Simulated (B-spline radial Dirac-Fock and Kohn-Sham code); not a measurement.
# Atomic SCF run for Pd

ΔSCF core binding energies without Breit or QED terms, calculated with a radial finite-basis atomic code. Keys: rel is the Hamiltonian (dirac, or spin-free x2c and nr, where L3 and M5 stand for the whole 2p and 3d shells), method is hf or an exchange,correlation pair (spin-unpolarised, also for the hole states), nuc the nuclear model, radius_factor scales its radius, rmax is the box in bohr, h the logarithmic mesh step, order the B-spline order, points the quadrature points per cell, c_factor scales the speed of light, and damp, ndamp, maxit and tol steer the iteration. The run stops when the commutator error falls below 10·tol·max(1, Z/10), or the numerical noise floor, and the energy has settled to about 1e-8 Ha; the virial ratio is −V/T.

Input (task.json):

```json
{"items": [{"Z": 46, "q": 0, "cfg": [[1, 0, 2], [2, 0, 2], [2, 1, 6], [3, 0, 2], [3, 1, 6], [3, 2, 10], [4, 0, 2], [4, 1, 6], [4, 2, 10]], "A": 106, "rrms": 4.5318, "do": "settings", "holes": ["K", "L3", "M5"],
  "settings": [{"rel": "dirac", "method": "hf", "nuc": "fermi", "radius_factor": 100.0, "rmax": 45.0, "h": 0.3, "order": 8, "points": 10, "c_factor": 1.0, "maxit": 59, "damp": 0.5, "ndamp": 3, "tol": 1e-08}]}]}
```

Command: `python xray2_run.py task.json out`

Ground-state iterations:

```
iter   energy (Ha)        error
   1    -4755.00004296  1.96e+00
   2    -4755.53220360  2.21e-01
   3    -4756.66677138  3.24e-02
   4    -4756.67382191  1.10e-02
   5    -4756.67431791  2.06e-03
   6    -4756.67435235  4.68e-04
   7    -4756.67435563  2.73e-04
   8    -4756.67435762  2.08e-05
   9    -4756.67435772  3.32e-06
  10    -4756.67435772  1.01e-06
  11    -4756.67435772  2.98e-07
```

The ground state converged in 11 iterations, with total energy -4756.67436 Ha, virial ratio 2.05262 and highest orbital energy -8.84 eV. ΔSCF binding energies: K (1s) 21112.7 eV, L3 (2p3/2) 3207.7 eV, M5 (3d5/2) 344.5 eV.

Question: One setting is unsound. Which, and why?

Answer: radius_factor inflates the nucleus far beyond its size, which weakens the binding of the inner electrons. With the default settings (Dirac Hartree-Fock): The ground state converged in 11 iterations, with total energy -5044.40058 Ha, virial ratio 1.95726 and highest orbital energy -8.70 eV. ΔSCF binding energies: K (1s) 24428.2 eV, L3 (2p3/2) 3184.4 eV, M5 (3d5/2) 340.0 eV.
